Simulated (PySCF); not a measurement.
A PySCF script (with the pyscf-properties extension) for the NMR shieldings of `C1=C(B)C=C[SiH2]1`, C4H7BSi, on a GFN2-xTB geometry:

```python
import basis_set_exchange as bse
import numpy as np
from pyscf import gto, dft
from pyscf.prop import nmr

atoms = """
B     2.339093    0.166755    0.066677
C     0.801309    0.042451    0.022391
C     0.134023   -1.139040   -0.023399
Si   -1.734399   -0.867730   -0.069332
C    -1.411776    0.985761   -0.017935
C    -0.094520    1.211847    0.024475
H     2.854591    1.217385    0.100773
H     2.997397   -0.800834    0.066629
H     0.663070   -2.078331   -0.030062
H    -2.416229   -1.390374    1.115615
H    -2.348425   -1.334645   -1.313109
H    -2.132490    1.787461   -0.019541
H     0.343969    2.199779    0.059088
"""
names = dict.fromkeys(["B", "C", "Si", "H"], "pcSseg-1")
basis = {el: gto.basis.parse(bse.get_basis(n, elements=[el], fmt="nwchem")) for el, n in names.items()}
mol = gto.M(atom=atoms, basis=basis, charge=0, verbose=0)
mf = dft.RKS(mol, xc="PBE0")
mf.grids.level = 2
mf.grids.alignment = dft.numint.BLKSIZE   # the property module wants whole blocks of grid points
mf.conv_tol = 1e-9
mf.kernel()

calc = nmr.RKS(mf)   # GIAO
C = mf.mo_coeff
Co = C[:, mf.mo_occ > 0]
resp = mf.gen_response(singlet=True, hermi=2)
def vind(x):   # induced exchange potential for any number of trial vectors
    d = np.einsum("pi,xij,qj->xpq", C, 2 * x.reshape(-1, C.shape[1], Co.shape[1]), Co, optimize=True)
    return np.einsum("xpq,pi,qj->xij", resp(d - d.transpose(0, 2, 1)), C, Co, optimize=True).ravel()
mo1, _ = nmr.rhf.solve_mo1(calc, with_cphf=vind)
sigma = calc.kernel(mo1)
for i, s in enumerate(sigma):   # ppm
    print("%2d %-2s %9.2f" % (i, mol.atom_pure_symbol(i), np.trace(s) / 3))
```

Question: What are the results?

Answer: 
```
 0 B      29.23
 1 C       9.88
 2 C       6.64
 3 Si    391.18
 4 C      54.95
 5 C      21.45
 6 H      24.58
 7 H      24.76
 8 H      23.79
 9 H      26.98
10 H      26.98
11 H      25.47
12 H      23.79
```

These numbers come from an equivalent density-fitted implementation of the same equations, which agrees with the script to about 0.01 ppm for H and up to a few tenths of a ppm for heavy atoms, so last digits may differ.

Size and cost of the density-fitted run: 144 basis functions, 63 s wall time (52 s CPU) on 1 thread of an AMD EPYC, shared host; peak memory 0.7 GiB.
